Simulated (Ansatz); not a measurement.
`OC1=CB1` + H₂ → `B1C=C1` + H₂O at 400 K and 1 bar (hydrogenolysis of a C–O bond).

Calculated with Ansatz (gas phase, PBE0-D4/def2-TZVP geometries, no zero-point term in ΔE). CCSD(T)/CBS adds triple-zeta CCSD(T) − MP2 to the extrapolated MP2 energy (def2 sets, frozen cores). This one scheme is used for every species. One conformer a species, not always the lowest.

| species | CCSD(T)/CBS energy (Eh) | H − E (kJ/mol) | S (J/(mol·K)) |
| --- | --- | --- | --- |
| `OC1=CB1` | -177.81182 | 146.5 | 289.6 |
| H₂ | -1.17544 | 38.0 | 139.0 |
| `B1C=C1` | -102.63332 | 127.0 | 256.4 |
| H₂O | -76.37941 | 69.8 | 198.6 |

H − E and S are ideal-gas, rigid-rotor, harmonic terms from PBE0-D4/def2-TZVP, for one conformer and one mirror image of each species. The MP2-based limit puts H₂ 0.8 mEh under its directly extrapolated value; such offsets cancel only in part. 1 Eh = 2625.50 kJ/mol, R = 8.31446 J/(mol·K).

Question: By hand: ΔE, ΔH, ΔS and ΔG.

Answer: ΔE = (-102.63332) + (-76.37941) − (-177.81182) − (-1.17544) = -0.02547 Eh = -66.9 kJ/mol. Δ(H − E) = 127.0 + 69.8 − 146.5 − 38.0 = 12.3, so ΔH = -54.6 kJ/mol. ΔS = 256.4 + 198.6 − 289.6 − 139.0 = 26.4 J/(mol·K). ΔG = -54.6 − 400 × (26.4)/1000 = -65.2 kJ/mol.

Question: By hand: the equilibrium constant, and the temperature at which ΔG would vanish if ΔH and ΔS stayed fixed.

Answer: log₁₀ K = −ΔG/(RT ln 10) = 8.5. ΔH and −TΔS have one sign here, so there is no such temperature.

ΔH outweighs TΔS. A doubt of 5 kJ/mol in ΔE shifts log₁₀ K by 0.7 here. Other conformers and mirror images would add mixing entropy, several J/(mol·K) or more a flexible species. These are equilibria of isolated gas molecules and say nothing of rates. Largest T1 diagnostic: 0.012 (customary marks: 0.02 for closed shells, 0.045 for open ones).
